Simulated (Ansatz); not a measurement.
Si₃NH₉⁺, that is (SiH3)3N with one electron fewer. Charge 1, multiplicity 2. Geometry PBE0-D4/def2-SVP; atoms count from 1.

```xyz
13

N     0.002   -0.001    0.002
Si    1.234    1.294   -0.402
Si   -1.186    0.260    1.373
Si   -0.047   -1.554   -0.969
H     0.931    1.632   -1.820
H     1.015    2.401    0.558
H     2.539    0.593   -0.254
H    -0.312    0.484    2.556
H    -1.917    1.492    0.968
H    -2.024   -0.960    1.445
H     1.028   -1.454   -1.984
H     0.163   -2.614    0.055
H    -1.427   -1.572   -1.527
```

**Question.** Estimate the Mulliken populations from the PBE0/def2-TZVP orbitals of Ansatz.

**Answer.** 
```json
{"atom": "N1", "charge (e)": "-0.21", "spin (α − β)": "0.83"}
{"atom": "Si2", "charge (e)": "0.19", "spin (α − β)": "-0.03"}
{"atom": "Si3", "charge (e)": "0.19", "spin (α − β)": "-0.03"}
{"atom": "Si4", "charge (e)": "0.19", "spin (α − β)": "-0.03"}
{"atom": "H5", "charge (e)": "0.08", "spin (α − β)": "0.05"}
{"atom": "H6", "charge (e)": "0.06", "spin (α − β)": "0.00"}
{"atom": "H7", "charge (e)": "0.08", "spin (α − β)": "0.05"}
{"atom": "H8", "charge (e)": "0.08", "spin (α − β)": "0.05"}
{"atom": "H9", "charge (e)": "0.08", "spin (α − β)": "0.05"}
{"atom": "H10", "charge (e)": "0.06", "spin (α − β)": "0.00"}
{"atom": "H11", "charge (e)": "0.06", "spin (α − β)": "0.00"}
{"atom": "H12", "charge (e)": "0.08", "spin (α − β)": "0.05"}
{"atom": "H13", "charge (e)": "0.08", "spin (α − β)": "0.05"}
```
Mulliken values and Mayer orders depend strongly on the basis.

**Question.** Where does the spin sit?

**Answer.** Summed by element: N 0.83, Si -0.10, H 0.27, of 1 unpaired in all. Largest on single atoms: N1 0.83, H9 0.05, H13 0.05.

**Question.** And the Mayer bond orders between bonded heavy atoms (over 0.3)?

**Answer.** N1–Si2 0.90 (1.83 Å); N1–Si3 0.90 (1.83 Å); N1–Si4 0.90 (1.83 Å).
